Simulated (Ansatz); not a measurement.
A structure relaxed at PBE0-D4/def2-TZVP, charge 0, multiplicity 1:

```csv
atom,x (Å),y (Å),z (Å)
B1,1.592,-1.162,-0.943
As2,-0.340,-0.994,-1.298
C3,-1.109,-0.391,0.414
Si4,-0.413,1.258,0.948
H5,1.958,-1.610,0.103
H6,2.368,-0.993,-1.833
H7,-0.369,0.295,-2.094
H8,-2.196,-0.369,0.313
H9,-0.862,-1.168,1.142
H10,1.059,1.125,1.124
H11,-0.676,2.276,-0.103
H12,-1.013,1.734,2.227
```

Task: Give its formula and SMILES.

Result: CH8AsBSi, `B[AsH]C[SiH3]`.

Task: Summarise the bond lengths by kind.

Result: 1 × As–B 1.972 Å; 2 × B–H 1.193 to 1.195 Å; 1 × As–C 1.972 Å; 1 × As–H 1.515 Å; 1 × C–Si 1.868 Å; 2 × C–H 1.091 to 1.093 Å; 3 × H–Si 1.487 to 1.491 Å.

Computed with Ansatz.
